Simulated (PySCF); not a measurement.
## TPSSh on Mo(2+) (molybdenum, charge +2)

Configuration: [Kr] 4d3 5s1, high-spin 5F determinant (an excited configuration). Calculation: PySCF 2.14, in aug-cc-pwCVDZ-PP with ECP28MDF (6s6p5d3f, 70 functions); scalar relativity through the core potential.

```json
{
  "Total energy": "-66.8580 hartree",
  "One-electron energy": "-105.5713 hartree",
  "Hartree (Coulomb) energy": "45.8456 hartree",
  "Exchange-correlation energy": "-7.1323 hartree",
  "⟨S²⟩": "6.0013",
  "⟨L²⟩": "12.012",
  "Sum of ⟨r⟩": "17.56 bohr",
  "Sum of ⟨r²⟩": "32.05 bohr²"
}
```

| shell | electrons | mean orbital energy (eV) | rms radius, mean of both spins (bohr) |
| --- | --- | --- | --- |
| 4s α | 1 | -90.153 | 1.18 |
| 4s β | 1 | -87.680 | 1.18 |
| 4p α | 3 | -63.137 | 1.31 |
| 4p β | 3 | -60.253 | 1.31 |
| 4d α | 3 | -25.767 | 1.80 |
| 5s α | 1 | -20.077 | 3.05 |

Energies and moments cover only the electrons outside the core potential.
